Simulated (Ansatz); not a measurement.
def2 core potentials replace the inner electrons of Sn.

Cartesian coordinates (Å):
SMILES: C[O][Sn]([O]C)[O]C
```xyz
16

C     -1.7677    -2.0180     0.2777
O     -1.6224    -0.7841    -0.3659
Sn     0.1142    -0.2123    -1.2010
O      0.2487     1.7098    -0.6289
C     -0.8831     2.5100    -0.4378
O      1.4702    -1.1044    -0.0156
C      2.6262    -0.4464     0.4185
H     -2.6391    -1.9518     0.9531
H     -0.8862    -2.2964     0.8834
H     -1.9709    -2.8441    -0.4303
H     -1.2630     2.9400    -1.3843
H     -1.7155     1.9722     0.0515
H     -0.5976     3.3587     0.2090
H      3.0016    -0.9690     1.3162
H      2.4469     0.6104     0.6881
H      3.4378    -0.4745    -0.3336
```
Charge 0, spin multiplicity 2.

All values below come from Ansatz (a program for electronic structure) with frozen-core CCSD(T)/def2-SVP // PBE0-D3(BJ)/def2-SVP.

```yaml
HF energy: -556.47968 Ha
MP2 correlation energy: -1.08381 Ha
```

Estimate the CCSD correlation energy, the (T) correction, the total energy and the T1 diagnostic.


```
Property                         Value
-----------------------  -------------
CCSD correlation energy    -1.14442 Ha
(T) correction             -0.03254 Ha
CCSD(T) total energy     -557.65664 Ha
T1 diagnostic                    0.018
```
